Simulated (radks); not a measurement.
The numbers below are computed, except where a source is named.
The nuclear charge of the nickel ion Ni+ is varied continuously with 27 electrons held in [Ar] 3d9. Level of theory: scalar-relativistic Kohn-Sham, r2SCAN, spin-polarised, spherical densities, finite nucleus; open shells are filled with parallel spins first; meta-GGA in the generalised Kohn-Sham scheme; Fermi nuclear charge, rms radius 3.7757 fm (a radial shooting solver on a logarithmic mesh with Libxc functionals). By the Hellmann-Feynman theorem dE/dZ = E(electron-nucleus)/Z, the electronic potential at the nucleus (averaged over a nucleus of fixed radius). The scalar-relativistic energy here is not variational (the density holds large components alone), so the two differ by a part that grows with Z.

Z     E (hartree)  E(electron-nucleus)/Z (hartree)  HOMO  e(HOMO) (eV)  <r> HOMO (bohr)
27    -1393.35874                         -123.890    3d        -1.118            1.433
27.1  -1405.79081                         -124.530    3d        -1.899            1.368
27.2  -1418.28694                         -125.168    3d        -2.771            1.317
27.3  -1430.84692                         -125.804    3d        -3.724            1.274
27.4  -1443.47060                         -126.439    3d        -4.750            1.237
27.5  -1456.15785                         -127.073    3d        -5.845            1.205
27.6  -1468.90853                         -127.705    3d        -7.006            1.175
27.7  -1481.72255                         -128.337    3d        -8.229            1.149
27.8  -1494.59982                         -128.967    3d        -9.513            1.124
27.9  -1507.54025                         -129.597    3d       -10.854            1.102
28    -1520.54375                         -130.226    3d       -12.252            1.081
28.1  -1533.61027                         -130.854    3d       -13.704            1.061
28.2  -1546.73974                         -131.481    3d       -15.209            1.042
28.3  -1559.93209                         -132.108    3d       -16.766            1.025
28.4  -1573.18729                         -132.735    3d       -18.373            1.008
28.5  -1586.50527                         -133.361    3d       -20.029           0.9925
28.6  -1599.88600                         -133.987    3d       -21.734           0.9775
28.7  -1613.32943                         -134.612    3d       -23.485           0.9633
28.8  -1626.83553                         -135.237    3d       -25.283           0.9496
28.9  -1640.40427                         -135.861    3d       -27.126           0.9365
29    -1654.03561                         -136.485    3d       -29.013           0.9240

The central difference of E at Z = 28 is -130.350 hartree, to compare with the third column; the second derivative is -6.3 hartree.
